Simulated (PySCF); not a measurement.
Job file and geometry (Å, from GFN2-xTB) of an NMR shielding run on `InChI=1S/C2H8F3NSi2/c3-2(4,5)1-6-8-7/h6H,1,8H2,7H3`, GIAO PBE0/pcSseg-1 NMR shielding, non-relativistic, gas phase in PySCF 2.14.0, density-fitted response routines; density fitting, a coarse starting grid and PySCF grid level 2 are the driver's defaults:

```
$ OMP_NUM_THREADS=1 python probes_run.py task.json out

{"job": {"kind": "nmr", "xc": "PBE0", "basis": "pcSseg-1"}, "charge": 0, "multiplicity": 1}
F      3.643480    -0.149522     0.626208
C      2.349409    -0.374768     0.348273
F      2.287877    -0.699101    -0.949634
F      1.994512    -1.474528     1.033108
C      1.468626     0.822139     0.704281
N      0.075481     0.534966     0.589678
Si    -0.777292     0.612792    -0.919668
Si    -2.995429     0.353687    -0.363444
H      1.734556     1.114471     1.727419
H      1.727839     1.632967     0.020957
H     -0.220712    -0.150365     1.268662
H     -0.286756    -0.348180    -1.921919
H     -0.383876     1.938095    -1.419377
H     -3.793827     0.228635    -1.584620
H     -3.560170     1.477835     0.387701
H     -3.271316    -0.842557     0.440965
```

Q: Write the output of this run.

A: 
```
coarse grid: 14704 points
cycle   1  E = -1013.3685495405  dE =  9.063e-01  |g| = 8.979e-01  |ddm| = 3.482e+00
cycle   2  E = -1013.2315727830  dE =  1.370e-01  |g| = 1.322e+00  |ddm| = 1.118e+00
cycle   3  E = -1013.5056683522  dE = -2.741e-01  |g| = 4.607e-02  |ddm| = 6.789e-01
cycle   4  E = -1013.5059587891  dE = -2.904e-04  |g| = 2.712e-02  |ddm| = 5.825e-02
cycle   5  E = -1013.5061152736  dE = -1.565e-04  |g| = 5.777e-03  |ddm| = 2.443e-02
cycle   6  E = -1013.5061211631  dE = -5.889e-06  |g| = 1.623e-03  |ddm| = 4.189e-03
final grid: 135048 points
cycle   7  E = -1013.5689696733  dE = -4.790e-05  |g| = 6.660e-03  |ddm| = 2.284e-02
cycle   8  E = -1013.5689630555  dE =  6.618e-06  |g| = 9.179e-03  |ddm| = 1.165e-02
cycle   9  E = -1013.5689783830  dE = -1.533e-05  |g| = 6.161e-04  |ddm| = 6.478e-03
cycle  10  E = -1013.5689784444  dE = -6.143e-08  |g| = 2.200e-04  |ddm| = 6.213e-04
cycle  11  E = -1013.5689784533  dE = -8.887e-09  |g| = 7.046e-05  |ddm| = 1.773e-04
cycle  12  E = -1013.5689784542  dE = -8.670e-10  |g| = 2.010e-05  |ddm| = 7.167e-05
converged SCF energy = -1013.5689784542

GIAO shielding tensors (ppm)
atom      isotropic    diamagn.    paramagn.     s11        s22        s33       span
  0 F      258.902     467.586    -208.684    170.800    261.977    343.928    173.128
  1 C       51.342     244.380    -193.037     45.605     51.707     56.716     11.110
  2 F      257.281     476.323    -219.042    181.255    252.620    337.969    156.714
  3 F      267.397     476.293    -208.896    178.813    273.011    350.366    171.553
  4 C      132.811     244.503    -111.692    111.162    133.469    153.803     42.640
  5 N      255.180     326.689     -71.508    218.415    252.706    294.420     76.006
  6 Si     393.012     881.771    -488.759    346.809    358.971    473.255    126.446
  7 Si     470.544     880.362    -409.818    454.147    473.311    484.174     30.027
  8 H       28.082      27.684       0.398     22.532     27.877     33.838     11.306
  9 H       28.532      29.174      -0.643     24.395     28.667     32.533      8.138
 10 H       31.603      36.213      -4.610     22.146     31.387     41.276     19.130
 11 H       26.483      30.744      -4.261     21.737     26.574     31.137      9.399
 12 H       26.908      30.285      -3.377     23.950     25.355     31.420      7.470
 13 H       28.425      28.553      -0.128     25.113     25.739     34.424      9.311
 14 H       28.239      28.854      -0.615     24.892     25.966     33.859      8.967
 15 H       28.282      29.684      -1.402     24.827     26.702     33.318      8.492
```

Q: Turn these shieldings into chemical shifts. References, each an isolated molecule treated in the same way: $^{19}$F (σref 170.95) against CFCl3; $^{13}$C (σref 186.93), $^{29}$Si (σref 349.16), $^{1}$H (σref 31.72) vs TMS; $^{15}$N (σref 267.73) against NH3.

A: Averaging equivalent atoms: F 0/2/3: -90.2; C 1: 135.6; C 4: 54.1; N 5: 12.5; Si 6: -43.9; Si 7: -121.4; H 11/12: 5.02; H 8/9: 3.41; H 13/14/15: 3.40; H 10: 0.11 ppm. Unscaled 19F shifts against computed CFCl3 carry errors that often reach 10 to 50 ppm. Experimental scales use liquid or dissolved standards, which lie at an offset from isolated NH3 (liquid NH3: subtract about 20 ppm).

Size and cost of the density-fitted run: 190 basis functions, 26 s wall time on 1 thread of an Arm Neoverse V1, shared host; peak memory 0.84 GiB.
